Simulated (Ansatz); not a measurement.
```yaml
crystal:
  periodic: [false, false, false]
  atoms:
    - {symbol: Ga, position_ang: [0.419807, -1.049481, -2.173116]}
    - {symbol: Ga, position_ang: [0.841821, -1.723096, 2.473531]}
    - {symbol: Ga, position_ang: [0.265498, 0.049595, 0.192942]}
    - {symbol: Ga, position_ang: [0.048691, -3.589061, 0.339040]}
    - {symbol: Ga, position_ang: [1.872710, -2.082102, -0.261343]}
    - {symbol: Ga, position_ang: [-1.558755, -1.455776, 0.797110]}
    - {symbol: Ga, position_ang: [-1.430273, -2.573179, -1.560863]}
basis:
  gaussian: {orbitals: def2-TZVPD, initial_orbitals: start.molden}
total_charge: -1
hamiltonian: {xc: pbe0, dispersion: d4}
scf: {omitted_lower_state_checks: [starts]}
output: {orbitals: {seedname: orbitals}}
```

The file start.molden holds the orbitals of an earlier run on this structure, at another level or in another basis.

```sh
$ ansatz run in.yaml --threads 4 --pin off --events-out ev --progress --plain --max-ram 4787MiB
```

(1) Does this run fit into the memory that it is given?

Answers

(1) No. It has 378 basis functions, and Ansatz plans for 5.05 GiB where 4.67 GiB are given.
